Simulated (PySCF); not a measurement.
C₃H₁₂Ge₂Si.
SMILES: `C=[CH][Ge@@H]([CH3])[GeH2][SiH3]`

Level of theory: TDDFT PBE0/def2-SVPD, vertical, gas phase, core orbitals frozen in the response in PySCF. The structure is a single PBE0-D3(BJ)/def2-SVP conformer in the gas phase; no vibrational or solvent corrections. Relativistic effects, spin–orbit coupling among them, are left out although an element past zinc is present. Torsions of this conformer, `[CH2:1]=[CH:2][Ge@@H:3]([CH3:4])[GeH2:5][SiH3:6]`: C1–C2–Ge3–C4 -127°, C2–Ge3–Ge5–Si6 -60°.

List the vertical singlet excitations with oscillator strengths and describe the spectrum.

| state | E (eV) | λ (nm) | ν̃ (cm⁻¹) | f | main configurations (H = HOMO, L = LUMO) |
| --- | --- | --- | --- | --- | --- |
| S1 | 5.99 | 207.1 | 48280 | 0.0039 | H→L (91%) |
| S2 | 6.54 | 189.5 | 52760 | 0.084 | H-3→L (29%), H→L+1 (27%), H-2→L (23%) |
| S3 | 6.60 | 187.7 | 53270 | 0.0016 | H→L+3 (79%), H→L+4 (13%) |
| S4 | 6.68 | 185.6 | 53890 | 0.121 | H→L+1 (40%), H-3→L (18%), H→L+2 (17%) |
| S5 | 6.71 | 184.7 | 54140 | 0.066 | H→L+2 (79%) |
| S6 | 6.88 | 180.3 | 55470 | 0.098 | H→L+4 (45%), H-1→L (20%), H-2→L (10%) |
| S7 | 6.92 | 179.2 | 55800 | 0.024 | H-1→L+1 (76%), H-1→L+2 (9%) |
| S8 | 6.95 | 178.3 | 56090 | 0.159 | H→L+4 (32%), H-1→L (20%), H-1→L+1 (9%) |
| S9 | 7.07 | 175.3 | 57050 | 0.056 | H-1→L+3 (31%), H-1→L+2 (18%), H-1→L+4 (11%) |
| S10 | 7.09 | 174.9 | 57180 | 0.052 | H-2→L (31%), H-1→L+2 (22%), H-3→L (20%) |

Triplets, Tamm–Dancoff:

```json
{"state": "T1", "E (eV)": "4.23", "λ (nm)": "293.2", "main configurations (H = HOMO, L = LUMO)": "H-1→L (80%)"}
{"state": "T2", "E (eV)": "5.73", "λ (nm)": "216.4", "main configurations (H = HOMO, L = LUMO)": "H→L (54%), H-3→L (22%), H-2→L (11%)"}
{"state": "T3", "E (eV)": "5.76", "λ (nm)": "215.1", "main configurations (H = HOMO, L = LUMO)": "H→L+1 (85%)"}
{"state": "T4", "E (eV)": "6.12", "λ (nm)": "202.7", "main configurations (H = HOMO, L = LUMO)": "H→L+3 (50%), H-3→L (16%), H→L+4 (13%)"}
```

The lowest singlet comes at 207 nm (578 kJ/mol) in the ultraviolet; it is very weak; its leading configuration is HOMO→LUMO (91%). The most intense listed level is S8 at 6.95 eV (178 nm, f = 0.159), 0.97 eV above S1. Löwdin shares by element: HOMO germanium 54%, silicon 14%, carbon 6% or more (atoms not listed hold the other 25%); LUMO carbon 65% or more, germanium 9% or more, hydrogen 5% or more (atoms not listed hold the other 21%). Orbital energies (eV): HOMO-3 -8.64, HOMO-2 -8.30, HOMO-1 -7.88, HOMO -7.53, LUMO -0.41, LUMO+1 0.03, LUMO+2 0.24. Weighted by f, the mean energy of these states is 6.83 eV. The listed states span 1.10 eV, and the widest gap between neighbours is 0.56 eV (S1 to S2). The vertical ionisation energy (ΔSCF) is 9.18 eV, 2.09 eV above S10. Singlets were solved by full linear response, triplets in the Tamm–Dancoff approximation.

On one thread, Arm Neoverse V2 (aarch64) (shared host), this took 5.6 min of wall time and 1.3 GiB of memory at its peak.
